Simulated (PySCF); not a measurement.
HgI$_{2}$ (SMILES [I][Hg][I]), singlet, at a GFN2-xTB geometry (such geometries of metal compounds can be far from the true shape) (core potentials on Hg, I); R2SCAN/def2-SV(P) (PySCF).

Input for PySCF:
```python
from pyscf import gto, scf, dft

mol = gto.Mole()
mol.atom = '''
    Hg    0.000000    0.000000    0.000000
    I     0.000000    0.000000    2.591459
    I    -0.000000   -0.000000   -2.591459
'''
mol.basis = 'def2-sv(p)'
mol.ecp = {'Hg': 'def2-sv(p)', 'I': 'def2-sv(p)'}
mol.charge = 0
mol.spin = 0
mol.verbose = 4
mol.build()

mf = dft.UKS(mol)
mf.xc = 'r2scan'
mf.kernel()
```

The log (banner, timings and long lists left out):

```
PySCF version 2.14.0

[INPUT] verbose = 4
[INPUT] num. atoms = 3
[INPUT] num. electrons = 70
[INPUT] charge = 0
[INPUT] spin (= nelec alpha-beta = 2S) = 0
[INPUT] symmetry False subgroup None
[INPUT] Mole.unit = angstrom
[INPUT] Symbol           X                Y                Z      unit          X                Y                Z       unit  Magmom
[INPUT]  1 Hg     0.000000000000   0.000000000000   0.000000000000 AA    0.000000000000   0.000000000000   0.000000000000 Bohr   0.0
[INPUT]  2 I      0.000000000000   0.000000000000   2.591459000000 AA    0.000000000000   0.000000000000   4.897147773039 Bohr   0.0
[INPUT]  3 I      0.000000000000   0.000000000000  -2.591459000000 AA    0.000000000000   0.000000000000  -4.897147773039 Bohr   0.0

nuclear repulsion = 268.013149863648
number of shells = 31
number of NR pGTOs = 172
number of NR cGTOs = 77
basis = def2-sv(p)
ecp = {'Hg': 'def2-sv(p)', 'I': 'def2-sv(p)'}

******** <class 'pyscf.dft.uks.UKS'> ********
method = UKS
initial guess = minao
damping factor = 0
level_shift factor = 0
DIIS = <class 'pyscf.scf.diis.CDIIS'>
diis_start_cycle = 1
diis_space = 8
diis_damp = 0
SCF conv_tol = 1e-09
SCF conv_tol_grad = None
SCF max_cycles = 50
direct_scf = True
direct_scf_tol = 1e-13
number electrons alpha = 35  beta = 35
XC library pyscf.dft.libxc version 7.1.2
    S. Lehtola, C. Steigemann, M. J. T. Oliveira, and M. A. L. Marques,  SoftwareX 7, 1–5 (2018)
XC functionals = r2scan
    J. W. Furness, A. D. Kaplan, J. Ning, J. P. Perdew, and J. Sun,  J. Phys. Chem. Lett. 11, 8208–8215 (2020)
    J. W. Furness, A. D. Kaplan, J. Ning, J. P. Perdew, and J. Sun,  J. Phys. Chem. Lett. 11, 9248–9248 (2020)
    J. W. Furness, A. D. Kaplan, J. Ning, J. P. Perdew, and J. Sun,  J. Phys. Chem. Lett. 11, 8208–8215 (2020)
    J. W. Furness, A. D. Kaplan, J. Ning, J. P. Perdew, and J. Sun,  J. Phys. Chem. Lett. 11, 9248–9248 (2020)
radial grids:
    Treutler-Ahlrichs [JCP 102, 346 (1995); DOI:10.1063/1.469408] (M4) radial grids

becke partition: Becke, JCP 88, 2547 (1988); DOI:10.1063/1.454033
pruning grids: <function nwchem_prune>
grids dens level: 3
symmetrized grids: False
atomic radii adjust function: <function treutler_atomic_radii_adjust>
small_rho_cutoff = 0
Set gradient conv threshold to 3.16228e-05
tot grids = 67664
init E= -674.669379345889
cycle= 1 E= -746.231425808575  delta_E= -71.6  |g|= 3.06  |ddm|= 14.6
cycle= 2 E= -746.962824714701  delta_E= -0.731  |g|= 2.46  |ddm|= 7.91
cycle= 3 E= -749.190119579487  delta_E= -2.23  |g|= 0.312  |ddm|= 3.49
cycle= 4 E= -749.217722611039  delta_E= -0.0276  |g|= 0.247  |ddm|= 1.09
cycle= 5 E= -749.263227796462  delta_E= -0.0455  |g|= 0.0718  |ddm|= 0.554
cycle= 6 E= -749.26546856067  delta_E= -0.00224  |g|= 0.0115  |ddm|= 0.104
cycle= 7 E= -749.265543856378  delta_E= -7.53e-05  |g|= 0.00144  |ddm|= 0.0211
cycle= 8 E= -749.265545127694  delta_E= -1.27e-06  |g|= 4.45e-05  |ddm|= 0.00251
cycle= 9 E= -749.265545129154  delta_E= -1.46e-09  |g|= 1.38e-05  |ddm|= 0.000131
cycle= 10 E= -749.265545129306  delta_E= -1.52e-10  |g|= 2.57e-07  |ddm|= 3.64e-05
Extra cycle  E= -749.265545129304  delta_E= 1.36e-12  |g|= 3.5e-07  |ddm|= 1.22e-06
converged SCF energy = -749.265545129304  <S^2> = -7.1054274e-15  2S+1 = 1
```
